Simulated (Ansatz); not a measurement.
Ge2C was relaxed with r2SCAN-D4 (def2-TZVP) in Ansatz in these states: neutral quintet, neutral singlet, neutral triplet. The geometries follow in no particular order.

A:

```xyz
3

Ge    0.8163   -1.3289    0.3309
Ge   -0.8387    1.3369    0.2261
C     0.0224   -0.0080   -0.5570
```

B:

```csv
atom,x (Å),y (Å),z (Å)
Ge1,0.6602,-1.3826,-1.0521
Ge2,-0.6648,1.3862,1.0444
C3,0.0046,-0.0036,0.0077
```

C:

```xyz
3

Ge   -1.409    1.376   -0.183
Ge    1.413   -1.372    0.182
C    -0.004   -0.004    0.001
```

Question: Judge from the bond lengths which geometry belongs to which state (an estimate).

Answer: A is the neutral singlet (Ge1–C3 1.779 Å, Ge2–C3 1.779 Å); B is the neutral triplet (Ge1–C3 1.859 Å, Ge2–C3 1.859 Å); C is the neutral quintet (Ge1–C3 1.978 Å, Ge2–C3 1.978 Å).

At PBE0-D4/def2-TZVP a singlet lies 1.94 eV below the neutral triplet. At PBE0-D4/def2-TZVP a singlet lies 3.69 eV below the neutral quintet. These are the stationary points nearest to one start from a short search; other shapes may lie lower in each state.
